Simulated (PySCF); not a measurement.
A structure optimised at PBE0-D3(BJ)/def2-SVP, used in a PySCF frequency run:

```xyz
14

S     -3.1741    -0.0011     0.0812
C     -1.4098     0.0002    -0.0030
C     -0.6958    -0.0003    -1.2053
C      0.6958     0.0003    -1.2053
C      1.4098    -0.0002    -0.0030
S      3.1741     0.0011     0.0812
C      0.6944    -0.0004     1.2012
C     -0.6944     0.0004     1.2012
H     -3.3940     0.0150    -1.2492
H     -1.2260    -0.0011    -2.1608
H      1.2260     0.0011    -2.1608
H      3.3940    -0.0150    -1.2492
H      1.2300    -0.0010     2.1538
H     -1.2300     0.0010     2.1538
```

### Question
Write its SMILES, formula and point group.

### Answer
Sc1ccc(S)cc1, C6H6S2, C2

### Question
What are its rotational constants (standard atomic weights)?

### Answer
5.5023, 0.67721, 0.60300 GHz
